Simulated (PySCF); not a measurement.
A structure optimised at PBE-D3(BJ)/def2-SVP, used in a PySCF frequency run:

```
O
Si 1 1.6723
Si 1 1.6768 2 144.37
H 3 1.4996 1 107.81 2 180.00
H 2 1.5044 1 111.33 3 61.22
H 2 1.5044 5 109.46 1 123.52
H 3 1.5051 4 109.70 1 -120.11
H 3 1.5051 4 109.70 7 -119.77
C 2 1.9354 5 107.93 6 117.22
O 9 1.2191 2 119.17 5 -59.10
H 9 1.1393 10 120.92 2 -180.00
```
Charge 0, spin multiplicity 1.

Question: Write its SMILES, formula and point group.

Answer: O=C[SiH2]O[SiH3], CH6O2Si2, Cs

Question: What are its rotational constants (standard atomic weights)?

Answer: 14.847, 1.1161, 1.0646 GHz
